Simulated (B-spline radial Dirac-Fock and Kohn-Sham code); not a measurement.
Nb²⁺ 4p3/2: cross section and angular parameters

System: niobium as Nb²⁺, [Kr] 4d3; threshold 56.79 eV (orbital energy of the model). Calculated with a B-spline atomic structure program, using Dirac-Hartree-Slater photoionisation with a Latter tail; cross sections with all multipoles, angular parameters from the dipole term and its interference with E2.

The run's input, task.json:

```json
{"items": [{
  "Z": 41,
  "q": 2,
  "cfg": [[1, 0, 2], [2, 0, 2], [2, 1, 6], [3, 0, 2], [3, 1, 6], [3, 2, 10], [4, 0, 2], [4, 1, 6], [4, 2, 3]],
  "A": 93,
  "rrms": 4.324,
  "do": "xps",
  "hv": [51.1, 52.7, 60.8, 100, 125.0, 150, 174.0, 177.0, 207.0, 262.0, 274.0, 293.0, 300, 342.0, 343.0, 389.0, 392.0, 440.0, 466.0, 764.0, 2570.0, 2984.4, 3210.0, 3660.0, 4000, 5414.7, 7590.0, 8550.0, 9251.7, 15000]
}]}
```

Run with: `python xray2_run.py task.json out`

For linearly polarised light dσ/dΩ = σ/(4π) [1 + β P₂(cos θ) + (δ + γ cos²θ) sin θ cos φ], with θ from the polarisation vector and φ the angle between the beam and the projection of the electron momentum on the plane normal to the polarisation.

```tsv
hν (eV)	σ (kb)	β	γ	δ
100	303	-0.239	0.020	-0.002
125	273	0.160	-0.061	0.027
150	251	0.538	0.015	0.031
174	230	0.791	0.091	0.027
177	?	?	?	?
207	202	1.025	0.154	0.020
262	163	1.261	0.183	0.011
274	156	1.298	0.181	0.009
293	145	1.348	0.176	0.007
300	141	1.365	0.173	0.007
342	121	1.446	0.151	0.004
343	121	1.447	0.151	0.004
389	103	1.509	0.121	0.002
392	102	1.512	0.120	0.002
440	87.2	1.558	0.089	0.001
466	80.4	1.577	0.073	0.000
764	37.1	1.677	-0.021	0.000
2570	3.20	1.590	0.373	0.012
2984.4	2.24	1.556	0.481	0.016
3210	1.87	1.539	0.537	0.019
3660	1.35	1.504	0.643	0.024
4000	1.07	1.478	0.717	0.028
5414.7	0.481	1.381	0.981	0.046
7590	0.187	1.254	1.285	0.077
8550	0.132	1.205	1.391	0.091
9251.7	0.104	1.171	1.461	0.102
15000	0.0237	0.949	1.850	0.187
```

**Question.** Give the values at 177 eV.

**Answer.** σ = 227 kb, β = 0.817, γ = 0.099, δ = 0.026.
